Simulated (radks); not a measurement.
Valence configurations of Pr I (all share [Xe]). Calculated with a radial shooting solver on a logarithmic mesh with Libxc functionals: Dirac Kohn-Sham, PBE, spin-unpolarised, spherical densities, finite nucleus; open shells fill j = l - 1/2 first; Fermi nuclear charge, rms radius 4.8919 fm. Energies are relative to 4f3 6s2; eigenvalues in eV.

| valence | E (eV) | e(4f5/2) | e(5d3/2) | e(6p1/2) | e(6s1/2) |
|---|---|---|---|---|---|
| 4f3 6s2 | 0.000 | -1.336 | - | - | -3.457 |
| 4f3 6s1.5 6p0.5 | 1.060 | -1.853 | - | -1.611 | -3.753 |
| 4f2 5d1 6s2 | 1.103 | -6.304 | -3.089 | - | -3.789 |
| 4f2 6s2 6p1 | 3.297 | -9.333 | - | -2.297 | -4.970 |
| 4f2 5d1 6s1 6p1 | 3.468 | -7.338 | -3.913 | -1.948 | -4.358 |
| 4f3 6p2 | 4.365 | -3.304 | - | -2.249 | - |
| 4f2 6s1 6p2 | 6.012 | -10.303 | - | -2.689 | -5.444 |
| 4f1 5d2 6s2 | 6.782 | -12.396 | -4.110 | - | -4.026 |
| 4f1.5 5d0.5 6s1 6p2 | 8.848 | -13.357 | -6.449 | -2.741 | -5.605 |
| 4f1 6s2 6p2 | 14.646 | -19.035 | - | -3.151 | -6.390 |

NIST lists [Xe] 4f3 6s2 as the ground configuration; this level of theory agrees among the configurations tried. The energies are those of spherical spin-averaged densities, not of single terms.
